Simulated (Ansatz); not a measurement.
C$_{3}$H$_{11}$InO, SMILES `[CH3][In-]([CH3])([CH3])[OH2+]`, one more setting.

```yaml
crystal:
  periodic: [false, false, false]
  atoms:
    - {symbol: C, position_ang: [-1.253454, 1.398699, -1.087037]}
    - {symbol: In, position_ang: [0.072683, -0.156801, -0.341595]}
    - {symbol: C, position_ang: [2.140384, 0.361694, 0.093023]}
    - {symbol: C, position_ang: [-0.528053, -2.232359, -0.451083]}
    - {symbol: O, position_ang: [-0.593743, 0.332287, 2.000766]}
    - {symbol: H, position_ang: [-2.289596, 1.210359, -0.793922]}
    - {symbol: H, position_ang: [-0.958954, 2.387169, -0.725876]}
    - {symbol: H, position_ang: [-1.227837, 1.428651, -2.179345]}
    - {symbol: H, position_ang: [2.239724, 1.408367, 0.391144]}
    - {symbol: H, position_ang: [2.763621, 0.213508, -0.792608]}
    - {symbol: H, position_ang: [2.549600, -0.271034, 0.884934]}
    - {symbol: H, position_ang: [-1.585604, -2.342622, -0.203586]}
    - {symbol: H, position_ang: [0.057617, -2.847259, 0.234644]}
    - {symbol: H, position_ang: [-0.378344, -2.618700, -1.462492]}
    - {symbol: H, position_ang: [0.181267, 0.636234, 2.483112]}
    - {symbol: H, position_ang: [-1.212414, 1.069107, 1.994421]}
basis:
  gaussian: {orbitals: def2-TZVPP, fitting: {mean_field: def2-universal-jkfit}, final_grid: {core_spheres: 20, valence_spheres: 16, degree: 47}}
total_charge: -1
magnetization: {spin_polarized: false, initial_magnetization: 1}
hamiltonian: {xc: {name: revPBE}, pseudopotentials: {relativity: scalar}}
accuracy: high
scf: {lower_state_search: off}
output: {forces: true}
```

```sh
$ ansatz run in.yaml --threads 4 --pin off --events-out ev --progress --plain --max-ram 11315MiB
```

Shortened log:

```
Functional definition: revPBE
718 factors; integrals over basis functions are off by at most 9.6e-1 eV
mean field evaluation 1: about -10490.3565 eV, gradient 1.0e2 eV
mean field evaluation 2: about -10490.3638 eV, gradient 1.0e2 eV
mean field evaluation 4: about -10511.2142 eV, gradient 3.1e1 eV
mean field evaluation 8: about -10515.0184 eV, gradient 3.9e0 eV
mean field evaluation 16: about -10515.1063 eV, gradient 1.0e-2 eV
mean field evaluation 32: about -10515.1063 eV, gradient 1.6e-7 eV
mean field -10515.10633351 eV, -386.4230303613 hartree, gradient 4.3e-8 eV, S^2 0.750000; 0 other end points of the search recorded, 0 dependent functions left out
reference -10515.10634161 eV, -386.4230306593 hartree; 30, 29 occupied and 298, 299 virtual orbitals, 718 factors
Total energy: -10515.10634161 eV, -386.4230306593 hartree
Relativity: scalar
Atom 0 at    -1.253454     1.398699    -1.087037 Å, force    -0.190393     0.254233    -0.432690 eV/Å
Atom 1 at     0.072683    -0.156801    -0.341595 Å, force     0.011752     0.275084     0.236194 eV/Å
Atom 2 at     2.140384     0.361694     0.093023 Å, force     0.499495     0.050489    -0.193600 eV/Å
Atom 3 at    -0.528053    -2.232359    -0.451083 Å, force    -0.097614    -0.397168    -0.187954 eV/Å
Atom 4 at    -0.593743     0.332287     2.000766 Å, force    -0.387409    -1.906325    -0.580414 eV/Å
Atom 5 at    -2.289596     1.210359    -0.793922 Å, force    -0.207107    -0.003279     0.123167 eV/Å
Atom 6 at    -0.958954     2.387169    -0.725876 Å, force     0.030288     0.157865     0.151572 eV/Å
Atom 7 at    -1.227837     1.428651    -2.179345 Å, force    -0.011518     0.004918    -0.263788 eV/Å
Atom 8 at     2.239724     1.408367     0.391144 Å, force    -0.027231     0.173729     0.132755 eV/Å
Atom 9 at     2.763621     0.213508    -0.792608 Å, force     0.158588    -0.047510    -0.202395 eV/Å
Atom 10 at     2.549600    -0.271034     0.884934 Å, force     0.062408    -0.087569     0.216619 eV/Å
Atom 11 at    -1.585604    -2.342622    -0.203586 Å, force    -0.284286    -0.045984     0.101464 eV/Å
Atom 12 at     0.057617    -2.847259     0.234644 Å, force     0.143690    -0.176091     0.207651 eV/Å
Atom 13 at    -0.378344    -2.618700    -1.462492 Å, force     0.031110    -0.048887    -0.135859 eV/Å
Atom 14 at     0.181267     0.636234     2.483112 Å, force     1.067789     0.607470     0.740710 eV/Å
Atom 15 at    -1.212414     1.069107     1.994421 Å, force    -0.799562     1.189024     0.086568 eV/Å
Dipole moment:    -0.007698     0.015543     0.019909 e Å
Checks for a lower state left out: stability, starts, cluster_reference, orbital_swaps, neighbouring_geometries, increment
```

It took 8 s on 4 threads of an Arm Neoverse V2 on a shared host, with 0.6 GiB of host memory at the peak.
